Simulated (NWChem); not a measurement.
# CH4AlIO2; SMILES C[O][Al]([OH])[I]

```xyz
9

Al     0.4197    -0.9838    -0.0003
I     -0.1391     1.4112     0.0000
O      2.0239    -1.5270    -0.0004
H      2.8046    -0.9711     0.0072
O     -0.8491    -2.0805     0.0003
C     -1.1135    -3.4448     0.0000
H     -1.7046    -3.7227     0.8900
H     -1.7061    -3.7221    -0.8894
H     -0.1954    -4.0595    -0.0007
```
Atoms are numbered in this order, from 1.

All runs: NWChem. Medium grid unless said otherwise, to which SCAN and Minnesota functionals are sensitive. All runs use the structure optimised with PBE0/def2-SVP. No frequency run checked for a minimum. def2 effective core potentials on I; no spin-orbit coupling. B3LYP is NWChem's, with the RPA form of VWN correlation. Total energies of different functionals are on different scales.

```
level                                 energy (Ha)  highest occupied level (eV)  orbital gap (eV)  dipole (D)
------------------------------------  -----------  ---------------------------  ----------------  ----------
B3LYP/def2-SVP                          -731.1403                   (withheld)        (withheld)        1.45
PBE/def2-SVP                            -730.6555                        -6.45              4.96        1.45
LDA (Slater exchange, VWN5)/def2-SVP    -728.1175                        -6.58              4.87        1.51
MN15/def2-SVP                           -729.9645                        -8.15              8.05        1.49
MPW1K/def2-SVP                          -731.0893                        -8.58              8.50        1.51
PBE0/def2-SVP                           -730.7153                        -7.69              7.02        1.48
B97-2/def2-SVP                          -731.2719                        -7.42              6.77        1.48
PW91/def2-SVP                           -731.0332                        -6.49              4.93        1.45
N12/def2-SVP                            -731.6935                        -6.20              4.99        1.28
Hartree-Fock/def2-SVP                   -728.4386                       -10.26             12.61        1.58
M05-2X/def2-SVP                         -730.9619                        -9.07              9.19        1.83
```

Fill in the missing entries.


- B3LYP/def2-SVP, highest occupied level (eV): -7.36
- B3LYP/def2-SVP, orbital gap (eV): 6.47
